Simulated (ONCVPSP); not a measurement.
What one change does to a pseudopotential (Os, ONCV)

* Element: Os (Z = 76)
* Generator: ONCVPSP 4.0.1
* Type: optimised norm-conserving Vanderbilt (ONCV)
* Functional: PBEsol
* Relativity: scalar-relativistic
* Frozen core: [Kr] 4d10 4f14
* Valence charge: 16
* Reference configuration: 5s2 5p6 5d6 6s1 (charge +1)
* Partial waves: 5s+6s: rc 1.85 bohr, ncon 4, nbas 8, qcut 7.4 1/bohr, 3 projectors, debl 0.7 Ha; 5p: rc 1.60 bohr, ncon 4, nbas 7, qcut 10.4 1/bohr, 1 projector; 5d: rc 1.60 bohr, ncon 4, nbas 9, qcut 9.3 1/bohr, local
* Local potential: the d channel
* Core correction: Teter function, fcfact 2.25, rcfact 1.4

Change: core correction Teter function, fcfact 4.1, rcfact 1.4.

Cutoffs: the cutoffs (Ha) at which the residual kinetic energy of the hardest occupied pseudo-wave falls to 1 and 0.1 mHa per electron; they do not see the model core or the augmentation charge, which bear on the density cutoff. Errors are all-electron minus pseudo energies relative to the spin-unpolarised reference configuration.

Question: What does the change do?

Answer: The potential gets neither clearly harder nor softer (31 Ha and 38 Ha → 31 Ha and 38 Ha); both files keep a bound ghost (p); the errors of the 4 common tests hardly move. A model core, the more so a compact one, raises the density cutoff, which this test does not measure.

```csv
quantity,base,changed
"cutoff, loose",31 Ha,31 Ha
"cutoff, tight",38 Ha,38 Ha
bound ghosts,p,p
GHOST(+) flags under 300 eV,none,none
"error for 5s2 5p6 5d6 6s2, meV [ΔE -9.62 eV]",+1.7,+1.5
"error for 5s2 5p6 5d6 6s0, meV [ΔE 16.94 eV]",-8.4,-8.9
"error for 5s2 5p6 5d5 6s0, meV [ΔE 45.82 eV]",-14,-14
"error for 5s2 5p6 5d6.5 6s1.5, meV [ΔE -9.56 eV]",+1.5,+1.5
s: phases at 1.88 bohr within 0.05 rad from the reference energy up to (Ha; the scan ends near 5),to the end of the scan,to the end of the scan
p: phases at 1.63 bohr within 0.05 rad from the reference energy up to (Ha; the scan ends near 5),0.2,0.2
d: phases at 1.63 bohr within 0.05 rad from the reference energy up to (Ha; the scan ends near 5),3.6,3.6
"rms error of d²Exc/dni dnj with the model core, mHa",1.80,0.59
```

 A true bound ghost makes a file unfit for plane-wave use even where its test errors are small: the radial tests pick states by their node count and pass the ghost by.
